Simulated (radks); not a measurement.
Results of a calculation; reference values are marked as such.
Species: the molybdenum ion Mo3+. Configuration: [Kr] 4d3. Level of theory: scalar-relativistic Kohn-Sham, BLYP, spin-polarised, spherical densities, finite nucleus; open shells are filled with parallel spins first (spin-orbit coupling, left out, can overturn this in heavy ions); Fermi nuclear charge, rms radius 4.4091 fm (a radial shooting solver on a logarithmic mesh with Libxc functionals).

Unscreened Slater integrals over Kohn-Sham orbitals (cm^-1). They are taken over the spin-up orbitals.

integral,value
"F0(4d,4d)",123490
"F2(4d,4d)",62586
"F4(4d,4d)",41071
"F0(4d,4p)",139060
"F2(4d,4p)",68424
"G1(4d,4p)",85148
"G3(4d,4p)",52048
"F0(4d,4s)",143660
"G2(4d,4s)",61155
"F0(4d,3d)",166480
"F2(4d,3d)",29959
"F4(4d,3d)",12871
"G0(4d,3d)",9692.5
"G2(4d,3d)",10861
"G4(4d,3d)",8161.3
"F0(4p,4p)",162810
"F2(4p,4p)",85792
"F0(4p,4s)",170560
"G1(4p,4s)",115760
"F0(4p,3d)",210840
"F2(4p,3d)",48686
"G1(4p,3d)",15650
"G3(4p,3d)",15094
"F0(4s,4s)",179720
"F0(4s,3d)",228960
"G2(4s,3d)",18844
"F0(3d,3d)",481560
"F2(3d,3d)",237040
"F4(3d,3d)",150560

Derived for the open shells (J is the average intra-shell exchange parameter used in DFT+U). 4d: Racah B = F2/49 - 5 F4/441 = 811.6 cm^-1, C = 35 F4/441 = 3260 cm^-1, C/B = 4.02, F4/F2 = 0.656, J = (F2 + F4)/14 = 7404 cm^-1.
